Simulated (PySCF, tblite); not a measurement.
Species: C₃H₁₁FN₂Si₂.
Geometry (GFN2-xTB, Å), atoms numbered from 1 in this order:
```
atom  x, y, z in Å
N1    -1.617    0.488    0.537
C2    -2.110   -0.041   -0.727
C3    -1.100   -0.985   -1.300
C4     0.205   -1.002   -1.035
N5     0.943   -0.150   -0.239
Si6    0.429    1.499    0.144
Si7    2.533   -0.618    0.242
F8     2.586   -2.228    0.163
H9    -2.289    1.119    0.962
H10   -1.437   -0.277    1.180
H11   -2.284    0.807   -1.401
H12   -3.069   -0.567   -0.606
H13   -1.493   -1.735   -1.970
H14    0.783   -1.803   -1.481
H15   -0.390    2.097   -0.902
H16    1.722    2.207   -0.089
H17    0.266    1.692    1.588
H18    2.736   -0.308    1.645
H19    3.578   -0.186   -0.674
```

Method used: PBE0/pcSseg-1 in PySCF (dipole) on a GFN2-xTB geometry, gas phase.

Take the most abundant isotopes and a rigid rotor. The values belong to one conformer with, in the numbering `[NH2:1][CH2:2]/[CH:3]=[CH:4]\[N:5]([SiH3:6])[SiH2:7][F:8]`, H–N1–C2–C3 -179° and -58°, N1–C2–C3–C4 -23°, C3–C4–N5–Si6 -23°, C4–N5–Si7–F8 -24°.

Question: Give the principal moments of inertia and the rotational constants in GHz.

Answer: Ia = 215.07, Ib = 520.81, Ic = 664.32 u·Å²; 505379 MHz·u·Å²/I gives 2350, 970.4 and 760.8 MHz, that is A = 2.3499, B = 0.9704, C = 0.7608 GHz.

Question: Classify the top.

Answer: An asymmetric top. Ray's parameter κ = (2B − A − C)/(A − C) = -0.736; −1 is the prolate and +1 the oblate limit.

Question: What does the inertial defect say?

Answer: Not planar: Δ = Ic − Ia − Ib = -71.56 u·Å². For a rigid frame Δ = −2 Σ m c², so Σ m c² = 35.78 u·Å² lies off the ab plane: 13.05 from hydrogen and 22.73 from heavier atoms. The atom farthest from that plane is 1.70 Å away.

Question: Give the other two planar moments, Paa and Pbb, and the rms extents of the mass along the axes.

Answer: Paa = Σ m a² = (Ib + Ic − Ia)/2 = 485.03 and Pbb = Σ m b² = (Ia + Ic − Ib)/2 = 179.29 u·Å². With the mass M = 150.04 u, the rms extents √(P/M) along a, b and c are 1.80, 1.09, 0.49 Å.

Question: Which lines would a microwave search look for?

Answer: The dipole components are |μa| = 3.22 D, |μb| = 0.33 D, |μc| = 1.36 D. The squared components, which scale the intensities, stand as 1.00 : 0.01 : 0.18 (a : b : c). Some lines, for components of 0.1 D or more:

| type | branch | J(Ka,Kc) | MHz | lower level (cm⁻¹) |
| --- | --- | --- | --- | --- |
| a | Q | 2(1,1) ← 2(1,2) | 629 | 0.212 |
| c | Q | 2(1,2) ← 2(0,2) | 1192 | 0.172 |
| b | R | 3(1,2) ← 2(2,1) | 1355 | 0.371 |
| b | Q | 3(1,2) ← 3(0,3) | 2208 | 0.343 |
| b | R | 1(1,1) ← 0(0,0) | 3111 | 0.000 |
| c | R | 1(1,0) ← 0(0,0) | 3320 | 0.000 |
| a | R | 2(0,2) ← 1(0,1) | 3440 | 0.058 |
| b | R | 3(0,3) ← 2(1,2) | 3914 | 0.212 |
| c | Q | 2(2,1) ← 2(1,1) | 4139 | 0.233 |
| b | Q | 2(2,0) ← 2(1,1) | 4161 | 0.233 |
| b | R | 2(1,2) ← 1(0,1) | 4632 | 0.058 |
| a | R | 3(0,3) ← 2(0,2) | 5106 | 0.172 |
| c | R | 2(1,1) ← 1(0,1) | 5261 | 0.058 |
| c | R | 3(1,2) ← 2(0,2) | 7314 | 0.172 |
| b | Q | 3(3,0) ← 3(2,1) | 7327 | 0.548 |
| b | R | 2(2,1) ← 1(1,0) | 7810 | 0.111 |
| c | R | 2(2,0) ← 1(1,0) | 7833 | 0.111 |
| c | R | 2(2,1) ← 1(1,1) | 8020 | 0.104 |
| b | R | 3(2,2) ← 2(1,1) | 9332 | 0.233 |
| c | R | 3(2,1) ← 2(1,1) | 9441 | 0.233 |
| c | R | 3(2,2) ← 2(1,2) | 9961 | 0.212 |
| b | R | 3(3,0) ← 2(2,1) | 12630 | 0.371 |

Question: Estimate the classical rotational partition function at 10 K, 200 K and 298.15 K.

Answer: Point group C1, symmetry number σ = 1; q = (√π/σ)·√((kT/h)³/(ABC)), k/h = 20836.6 MHz/K: 4050 at 10 K, 362000 at 200 K, 659000 at 298.15 K.

Its GFN2-xTB frequencies are all real (lowest 32 cm⁻¹). Constants of a rigid frame at the computed geometry: no zero-point averaging, no centrifugal distortion. A rigid rotor knows nothing of inversion at nitrogen or internal rotation, which can split or shift real lines. Quadrupole hyperfine structure (14N) is left out.
